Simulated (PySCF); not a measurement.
One molecule, one basis, several functionals.

Species: C2H7NOSi.
Numbering: `[NH2:1][C:2](=[O:3])[CH2:4][SiH3:5]` (hydrogens: H6, H7 on N1; H8, H9 on C4; H10, H11, H12 on Si5)

Torsions of this conformer, `[NH2:1][C:2](=[O:3])[CH2:4][SiH3:5]`: N1–C2–C4–Si5 -80°, H–N1–C2–O3 -178°, H–N1–C2–O3 -2°.

PySCF, pcSseg-2 basis, density fitting, gas phase, PBE0-D3(BJ)/def2-SVP geometry. One functional is left out:

```csv
functional,exact exchange (%),HOMO energy (eV),LUMO energy (eV),dipole moment (D)
B97-D,0,-5.85,-0.60,3.542
BLYP,0,-5.75,-0.71,3.547
BP86,0,-5.95,-0.78,3.538
LDA,0,-6.01,-0.95,3.612
OPBE,0,-5.77,-0.59,3.470
PBE,0,-5.84,-0.74,3.521
B3LYP,20,-7.20,-0.28,3.671
B97-2,21,-7.15,0.04,3.647
mPW1PW91,25,-7.48,0.01,3.669
BHandHLYP,50,-9.02,0.58,3.823
```

Predict the row of PBE0 (25 % exact exchange) by straight lines through the other rows, and check it.

```csv
property,line,computed,computed − line,"mPW1PW91 (25 %), for comparison"
HOMO energy (eV),-7.45,-7.45,0.00,-7.48
LUMO energy (eV),-0.04,0.00,+0.04,0.01
dipole moment (D),3.680,3.664,-0.016,3.669
```

Which of these properties follows the share of exact exchange most closely, and which least?

Most closely the HOMO energy, least the dipole moment; the correlations over the tabulated rows are HOMO energy -0.997, LUMO energy 0.965, dipole moment 0.940. The HOMO energy moves by -0.635 eV for every 10 %. Functionals with the same share still differ in their other parts: at 0 % BLYP and LDA differ by 0.26 eV in it.
